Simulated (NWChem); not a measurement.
# TlI; SMILES [I][Tl]

```xyz
2

Tl     0.0000     0.0000    -1.1385
I      0.0000     0.0000     1.7283
```
Atoms are numbered in this order, from 1.

Program: NWChem. Geometry: optimised at PBE0/def2-SVP. def2 effective core potentials on I, Tl; no spin-orbit coupling. Vertical excitations in the gas phase; the lowest state need not have the same character in each row.

For level CAM-B3LYP/def2-SVP, TDA:

- lowest excitation, singlet (eV): 3.85
- lowest triplet (eV): 3.35
- orbital gap (eV): 6.77

### Question
How do the values read with level PBE/def2-SVP, TDA instead?

### Answer
| Property | Value |
|---|---|
| lowest excitation, singlet (eV) | 3.25 |
| lowest triplet (eV) | 3.04 |
| orbital gap (eV) | 3.25 |
